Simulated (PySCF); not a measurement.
C2H5Se, SMILES [CH2][Se]C, multiplicity 2. Coordinates come from a B3LYP-D3(BJ)/def2-SVP optimisation. The isomer is the one that the SMILES or the coordinates give; other isomers of the formula were not compared.

### Question
Give the equilibrium geometry at B3LYP-D3(BJ)/def2-SVP (PySCF confirms it by a frequency run) as a Z-matrix. (The exact figures need the calculation; the answer reports its results.)

### Answer

```
C
H 1 1.0980
H 1 1.0982 2 109.79
H 1 1.0985 2 110.42 3 -120.94
Se 1 1.9599 2 109.81 3 117.76
C 5 1.8577 1 98.38 2 61.26
H 6 1.0911 5 117.16 1 -179.33
H 6 1.0917 7 120.46 5 163.25
```
Charge 0, spin multiplicity 2.
